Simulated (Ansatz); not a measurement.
A structure relaxed at PBE0-D4/def2-SVP in Ansatz, charge 1, doublet:

```xyz
7

Be    0.3687    0.2449    1.4108
Be    1.0755   -0.7999   -0.6241
Be   -0.9133   -0.4957   -0.0625
Be   -0.0622    1.3052   -0.6919
O    -0.0621   -0.0796   -1.4268
O    -0.7878    0.9934    0.6624
O     0.3811   -1.1683    0.7322
```

Q: Give its formula and point group.

A: the cluster Be₄O₃⁺. Point group C3v (tolerance 0.1 Å).

Q: Summarise the bond lengths by kind (pairs closer than 1.2 times the sum of covalent radii, bridged metal pairs left out).

A: 9 × Be–O 1.57 to 1.66 Å.

The relaxation made no stability test and no search for a lower SCF solution. Another isomer (doublet) lies 0.79 eV lower at PBE0-D4/def2-TZVP; other spin states weren't run for this one.
